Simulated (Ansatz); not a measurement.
Coupled-cluster diagnostics for Na₅F₄, Ansatz.

Geometry of the doublet (PBE0-D4/def2-SVP):

Cartesian coordinates in Å:
```
Na -3.186 2.068 2.134
Na 0.127 1.263 0.388
Na 3.606 0.331 -1.667
Na -2.455 -1.130 0.831
Na 1.245 -1.217 -0.948
F -3.686 0.140 1.776
F -0.565 -0.795 0.065
F 1.929 0.896 -0.592
F 2.985 -1.555 -1.988
```

Correlated methods freeze 9 core orbitals; core or outer-core shells of Na are correlated, in sets that lack core-valence functions. Another isomer (doublet) lies 0.46 eV lower at PBE0-D4/def2-TZVP; other spin states weren't run for this one.

Question: Estimate the CCSD(T) correlation energy, the shares of MP2 and (T), T1 and the reference's ⟨S²⟩ for: charge 0, doublet, own geometry in def2-SVP; and the rough time on 4 threads of Arm Neoverse V2 on a shared host.

Answer: 
| state | basis | correlation (eV) | MP2 share (%) | (T) share (%) | T1 | ⟨S²⟩ (pure) | wall time |
| --- | --- | --- | --- | --- | --- | --- | --- |
| charge 0, doublet, own geometry | def2-SVP | -22.790 | 98.4 | 1.1 | 0.011 | 0.75 (0.75) | 4.5 min |
Customary marks for T1 are 0.02 (closed shells), 0.045 (open shells) and about 0.05 (3d metals). T1 stays under 0.02 throughout.
